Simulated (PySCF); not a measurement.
## Orbital picture of BeS

PBE0 at R = 1.744 Å; PySCF, spin-free X2C with a Gaussian nucleus, basis sets Be x2c-TZVPPall, S x2c-TZVPPall. State: ¹Σ⁺ (singlet), closed shell. Only the outer orbitals are listed, counted within each symmetry.

```tsv
orbital	occ.	ε (eV)	on Be (%)	main shells (%)
5σ	2	-18.02	18	82 S s, 9 Be s
6σ	2	-8.59	30	62 S p, 26 Be s
2π	2	-6.80	22	78 S p, 20 Be p
2π	2	-6.80	22	78 S p, 20 Be p
7σ	0	-3.93	92	50 Be s, 42 Be p
3π	0	-0.39	82	80 Be p, 16 S p
3π	0	-0.39	82	80 Be p, 16 S p
```

Question: Which are the highest filled and the lowest empty level, where do they sit, and how wide is the gap?

Answer: Highest filled 2π at -6.80 eV (in %: 78 S p, 20 Be p); lowest empty 7σ at -3.93 eV (in %: 50 Be s, 42 Be p); the gap at PBE0 is 2.87 eV.

- bond order (Mayer): 2.48
- ⟨S²⟩: 0.000
- charge on Be (Mulliken, basis-dependent): 0.18
- charge on Be (Löwdin, basis-dependent): -0.14
- dipole moment (positive dipole means Be(−)S(+)): -5.27 D
- polarisability along the bond: 55.6 bohr³
- polarisability across the bond: 39.4 bohr³
